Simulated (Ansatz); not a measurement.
`O[CH2][Ga]([OH])[OH]`, charge 0, multiplicity 1.

Q: Give a relaxed structure at PBE0-D4/def2-TZVP (Ansatz 0.2.0). (An estimate is asked.)

A: Computed: 
```xyz
10

O     1.030    1.849   -0.111
C     0.050    1.166    0.647
Ga   -0.307   -0.611   -0.138
O     1.083   -1.128   -1.138
O    -1.633   -1.803   -0.066
H     1.677    1.217   -0.438
H     0.355    1.052    1.697
H    -0.853    1.781    0.649
H     0.990   -1.986   -1.556
H    -2.393   -1.536    0.454
```
This is one stationary point; other conformers may exist.
